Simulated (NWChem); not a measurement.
System: GaH$_{2}$Cl; SMILES [Cl][GaH2]

Output (shortened):

```
             Northwest Computational Chemistry Package (NWChem) 7.3.0
             --------------------------------------------------------

 C2V symmetry detected

                             Geometry "geometry" -> ""
                             -------------------------

 Output coordinates in angstroms (scale by  1.889725989 to convert to a.u.)

  No.       Tag          Charge          X              Y              Z
 ---- ---------------- ---------- -------------- -------------- --------------
    1 Ga                  31.0000     0.00000000     0.00000000     0.71443236
    2 H                    1.0000     0.00000000    -1.42225900     1.36709936
    3 H                    1.0000     0.00000000     1.42225900     1.36709936
    4 Cl                  17.0000     0.00000000     0.00000000    -1.46362364

 Effective nuclear repulsion energy (a.u.)     154.8706399503

      Symmetry information
      --------------------

 Group name             C2v
 Group number             16
 Group order               4
 No. of unique centers     3

                                 NWChem DFT Module
                                 -----------------

 Summary of "ao basis" -> "ao basis" (spherical)
 ------------------------------------------------------------------------------
       Tag                 Description            Shells   Functions and Types
 ---------------- ------------------------------  ------  ---------------------
 Ga                        def2-tzvp                16       48   6s5p4d1f
 H                         def2-tzvp                 4        6   3s1p
 Cl                        def2-tzvp                13       37   5s5p2d1f

      Symmetry analysis of basis
      --------------------------

        a1         42
        a2          9
        b1         21
        b2         25

            General Information
            -------------------
          SCF calculation type: DFT
          Wavefunction type:  closed shell.
          No. of atoms     :     4
          No. of electrons :    50
           Alpha electrons :    25
            Beta electrons :    25
          Charge           :     0
          Spin multiplicity:     1
          Use of symmetry is: on ; symmetry adaption is: on
          Maximum number of iterations: 150
          AO basis - number of functions:    97
                     number of shells:    37
          Convergence on energy requested:  1.00D-06
          Convergence on density requested:  1.00D-05
          Convergence on gradient requested:  5.00D-04

              XC Information
              --------------
                        Slater Exchange Functional  1.052 local
                      OPTX     Exchange Functional  1.432 non-local
              Lee-Yang-Parr Correlation Functional  1.000

             Grid Information
             ----------------
          Grid used for XC integration:  medium
          Radial quadrature: Mura-Knowles
          Angular quadrature: Lebedev.
          Tag              B.-S. Rad. Rad. Pts. Rad. Cut. Ang. Pts.
          ---              ---------- --------- --------- ---------
          Ga                  1.30      112           8.0       590
          H                   0.35       45          10.0       434
          Cl                  1.00       88          10.0       590
          Grid pruning is: on
          Number of quadrature shells:   245
          Spatial weights used:  Erf1

      Superposition of Atomic Density Guess
      -------------------------------------

 Sum of atomic energies:       -2383.70199129

      Non-variational initial energy
      ------------------------------

 Total energy =   -2383.932967
 1-e energy   =   -3629.794625
 2-e energy   =    1090.991017
 HOMO         =      -0.349417
 LUMO         =      -0.004591

      Symmetry analysis of molecular orbitals - initial
      -------------------------------------------------

  Numbering of irreducible representations:

     1 a1          2 a2          3 b1          4 b2

  Orbital symmetries:

     1 a1          2 a1          3 a1          4 b2          5 a1
     6 b1          7 a1          8 a1          9 b2         10 b1
    11 a1         12 b2         13 a1         14 b1         15 a1
    16 b2         17 a1         18 a2         19 b1         20 a1
    21 a1         22 b2         23 b1         24 a1         25 b2
    26 b1         27 a1         28 a1         29 b2         30 a1
    31 a2         32 b2         33 a1         34 b1         35 a1

     ---------------------------------------------
      Total Density - Mulliken Population Analysis
     ---------------------------------------------

    Atom       Charge   Shell Charges
 -----------   ------   -------------------------------------------------------
    1 Ga  31    30.20   2.00  2.00  1.17  0.80  0.77  0.46  5.98  4.44  1.56  0.66  0.25  8.86  1.15  0.01  0.05  0.02
    2 H    1     1.12   0.22  0.54  0.36  0.00
    3 H    1     1.12   0.22  0.54  0.36  0.00
    4 Cl  17    17.55   2.01  0.45  1.52  1.12  0.84  4.19  1.68  1.13  3.01  1.59  0.00  0.01  0.00

   convergence    iter        energy       DeltaE   RMS-Dens  Diis-err
 ---------------- ----- ----------------- --------- --------- ---------
 d= 0,ls=0.0,diis     1  -2386.8294222440 -2.54D+03  9.38D-03  9.65D-01
 d= 0,ls=0.0,diis     2  -2386.8043975763  2.50D-02  8.09D-03  4.13D-01
 d= 0,ls=0.0,diis     3  -2386.8280147762 -2.36D-02  3.13D-03  3.62D-01
 d= 0,ls=0.0,diis     4  -2386.8711368959 -4.31D-02  7.10D-04  1.05D-02
 d= 0,ls=0.0,diis     5  -2386.8723924039 -1.26D-03  1.87D-04  1.21D-03
  Resetting Diis
 d= 0,ls=0.0,diis     6  -2386.8724441697 -5.18D-05  4.79D-05  5.28D-05
 d= 0,ls=0.0,diis     7  -2386.8724492042 -5.03D-06  2.09D-05  1.48D-06
 d= 0,ls=0.0,diis     8  -2386.8724490612  1.43D-07  1.22D-05  2.66D-06
 d= 0,ls=0.0,diis     9  -2386.8724494078 -3.47D-07  1.34D-06  3.49D-08

         Total DFT energy =    -2386.872449407848
      One electron energy =    -3630.487129784017
           Coulomb energy =     1193.450778226028
    Exchange-Corr. energy =     -104.706737800126
 Nuclear repulsion energy =      154.870639950267

 Numeric. integr. density =       50.000022233404

                  Occupations of the irreducible representations
                  ----------------------------------------------

                     irrep           alpha         beta
                     --------     --------     --------
                     a1               13.0         13.0
                     a2                1.0          1.0
                     b1                5.0          5.0
                     b2                6.0          6.0

                       DFT Final Molecular Orbital Analysis
                       ------------------------------------

 Vector   23  Occ=2.000000D+00  E=-3.045669D-01  Symmetry=b2
              MO Center= -3.1D-15, -2.0D-13,  4.6D-01, r^2= 3.4D+00
   Bfn.  Coefficient  Atom+Function         Bfn.  Coefficient  Atom+Function
  ----- ------------  ---------------      ----- ------------  ---------------
    17      0.300488  1 Ga py                76      0.272717  4 Cl py
    50     -0.196499  2 H  s                 56      0.196499  3 H  s
    79      0.149294  4 Cl py                11     -0.141898  1 Ga py
    20      0.135626  1 Ga py                49     -0.119086  2 H  s
    55      0.119086  3 H  s                 73      0.118871  4 Cl py

 Vector   24  Occ=2.000000D+00  E=-2.781057D-01  Symmetry=b1
              MO Center=  5.0D-13, -1.1D-15, -1.3D+00, r^2= 1.4D+00
   Bfn.  Coefficient  Atom+Function         Bfn.  Coefficient  Atom+Function
  ----- ------------  ---------------      ----- ------------  ---------------
    75      0.531507  4 Cl px                78      0.326139  4 Cl px
    72      0.241662  4 Cl px                66     -0.201706  4 Cl px
    16      0.103214  1 Ga px                69     -0.092196  4 Cl px
    19      0.072608  1 Ga px                25     -0.053235  1 Ga d  1
    10     -0.046034  1 Ga px

 Vector   25  Occ=2.000000D+00  E=-2.559014D-01  Symmetry=b2
              MO Center= -8.6D-16,  2.0D-15, -6.7D-01, r^2= 3.2D+00
   Bfn.  Coefficient  Atom+Function         Bfn.  Coefficient  Atom+Function
  ----- ------------  ---------------      ----- ------------  ---------------
    76      0.474074  4 Cl py                79      0.304468  4 Cl py
    73      0.219413  4 Cl py                67     -0.180499  4 Cl py
    51      0.155154  2 H  s                 57     -0.155154  3 H  s
    17     -0.142317  1 Ga py                50      0.131885  2 H  s
    56     -0.131885  3 H  s                 23      0.105650  1 Ga d -1

 Vector   26  Occ=0.000000D+00  E=-8.711643D-02  Symmetry=b1
              MO Center=  1.2D-13, -7.5D-16,  7.3D-01, r^2= 3.8D+00
   Bfn.  Coefficient  Atom+Function         Bfn.  Coefficient  Atom+Function
  ----- ------------  ---------------      ----- ------------  ---------------
    19      0.668806  1 Ga px                16      0.461966  1 Ga px
    78     -0.194504  4 Cl px                10     -0.188099  1 Ga px
    75     -0.146279  4 Cl px                72     -0.086158  4 Cl px
     7      0.070779  1 Ga px                66      0.060994  4 Cl px
    40     -0.050869  1 Ga d  1              89     -0.040566  4 Cl d  1

 Vector   27  Occ=0.000000D+00  E=-2.615357D-02  Symmetry=a1
              MO Center=  6.4D-14, -9.2D-15,  4.5D-01, r^2= 4.5D+00
   Bfn.  Coefficient  Atom+Function         Bfn.  Coefficient  Atom+Function
  ----- ------------  ---------------      ----- ------------  ---------------
     6      1.194664  1 Ga s                 51     -0.631928  2 H  s
    57     -0.631928  3 H  s                  5      0.562432  1 Ga s
    65     -0.408281  4 Cl s                 80     -0.382728  4 Cl pz
    21     -0.276852  1 Ga pz                77     -0.225711  4 Cl pz
     4     -0.203969  1 Ga s                 18     -0.164205  1 Ga pz

 Vector   28  Occ=0.000000D+00  E= 1.141225D-02  Symmetry=a1
              MO Center= -5.1D-14, -4.4D-15,  1.3D+00, r^2= 5.0D+00
   Bfn.  Coefficient  Atom+Function         Bfn.  Coefficient  Atom+Function
  ----- ------------  ---------------      ----- ------------  ---------------
    21      1.207637  1 Ga pz                 6      1.001542  1 Ga s
    51     -0.879356  2 H  s                 57     -0.879356  3 H  s
    65      0.419487  4 Cl s                 18      0.257458  1 Ga pz
    80      0.163737  4 Cl pz                12     -0.098270  1 Ga pz
    50     -0.093766  2 H  s                 56     -0.093766  3 H  s

     ---------------------------------------------
      Total Density - Mulliken Population Analysis
     ---------------------------------------------

    Atom       Charge   Shell Charges
 -----------   ------   -------------------------------------------------------
    1 Ga  31    30.61   2.00  2.00  1.18  0.78  0.93  0.31  5.98  4.49  1.51  0.96  0.31  8.81  1.05  0.18  0.07  0.03
    2 H    1     1.04   0.23  0.51  0.29  0.00
    3 H    1     1.04   0.23  0.51  0.29  0.00
    4 Cl  17    17.31   2.01  0.43  1.52  1.14  0.82  4.20  1.66  1.12  2.86  1.51  0.00  0.02  0.00

     -------------------------------------------
      Total Density - Lowdin Population Analysis
     -------------------------------------------

    Atom       Charge   Shell Charges
 -----------   ------   -------------------------------------------------------
    1 Ga  31    30.92   2.00  2.00  1.12  0.84  0.60  0.40  5.92  4.02  2.01  0.90  0.58  8.48  1.17  0.43  0.36  0.10
    2 H    1     1.09   0.24  0.48  0.36  0.02
    3 H    1     1.09   0.24  0.48  0.36  0.02
    4 Cl  17    16.89   1.98  0.84  1.14  0.92  0.77  3.94  1.89  1.26  2.50  1.62  0.00  0.03  0.00

     Multipole analysis of the density
     ---------------------------------

     L   x y z        total         alpha         beta         nuclear
     -   - - -        -----         -----         ----         -------
     0   0 0 0     -0.000000    -25.000000    -25.000000     50.000000

     1   1 0 0     -0.000000     -0.000000     -0.000000      0.000000
     1   0 1 0     -0.000000     -0.000000     -0.000000      0.000000
     1   0 0 1      0.779640      0.389820      0.389820     -0.000000

     2   2 0 0    -20.592099    -10.296049    -10.296049      0.000000
     2   1 1 0      0.000000      0.000000      0.000000      0.000000
     2   1 0 1      0.000000      0.000000      0.000000      0.000000
     2   0 2 0    -23.891355    -19.169300    -19.169300     14.447245
     2   0 1 1     -0.000000     -0.000000     -0.000000      0.000000
     2   0 0 2    -23.934655   -111.917924   -111.917924    199.901194
```

Level: OLYP/def2-TZVP. The geometry was optimised at B3LYP/6-31G* (spherical d).

Task: Which NWChem input produces such a log?

Result: This is not unique; one that fits is the input that was run:
```
start job
memory heap 200 mb stack 900 mb global 1100 mb
geometry units angstroms noautoz
  Ga     0.000000     0.000000     0.776400
  H      0.000000    -1.422259     1.429067
  H      0.000000     1.422259     1.429067
  Cl     0.000000     0.000000    -1.401656
end
basis spherical
  * library def2-tzvp
end
dft
  xc optx lyp
  iterations 150
  mulliken
end
task dft energy
```
